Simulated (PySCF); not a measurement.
**Ni: ionisation energy**

Ni [Ar] 3d8 4s2 (3F) → Ni⁺ [Ar] 3d9 (2D), as a difference of total energies. All numbers are calculated (PySCF 2.14, scalar relativity by spin-free X2C-1e, in aug-cc-pVDZ-DK (7s6p4d2f, 59 functions)). Correlated levels: valence: [Ar] frozen. The calculations carry no spin-orbit coupling.

```csv
method,ionisation energy (eV)
UHF,8.180
LDA,7.766
MP2 (valence),7.049
SCS-MP2 (valence),7.278
```

Task: How much does correlation contribute at MP2 (valence)?

Result: 7.049 − (8.180) = -1.131 eV, measured against UHF.

The reference lies between the lowest fine-structure levels, while these numbers refer to the centres of the terms.

Errors of the correlated levels include the incompleteness of this basis and the frozen core.

MP2 underrates the near-degeneracy of ns² with np² in the lower species.

For comparison: 7.640 eV (measured; NIST Atomic Spectra Database, ionization energies).
